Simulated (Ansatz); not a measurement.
Basis-set extrapolation for CH₇FOSi₂ (`C[SiH2]O[SiH2]F`) (PBE0-D4/def2-TZVP geometry, frozen core, the Gaussian-basis code of Ansatz). Multiplicity 1, RHF reference.

```json
{"": "HF", "def2-TZVPP": "-794.416822", "def2-QZVPP": "-794.446828"}
{"": "MP2 correlation", "def2-TZVPP": "-0.905835", "def2-QZVPP": "-0.979831"}
{"": "CCSD(T) correlation", "def2-TZVPP": "-0.982073", "def2-QZVPP": "not run"}
```

Energies in hartree. Use E(X) = E(∞) + A·exp(−7.88·√X) for Hartree–Fock and E(X) = E(∞) + B·X^(−2.97) for correlation, with X = 3 and 4, and add CCSD(T) minus MP2 of the smaller set to the MP2 limit.

**Question.** What is the CCSD(T) energy at the basis-set limit?

**Answer.** HF limit: -794.446828 + (-0.030006) × 0.13774 = -794.45096. MP2 limit: -0.979831 + (-0.073996) × 0.74074 = -1.03464. Higher-order term: -0.982073 − (-0.905835) = -0.07624. Total: -795.56184 hartree, 4.43 eV below CCSD(T)/def2-TZVPP.
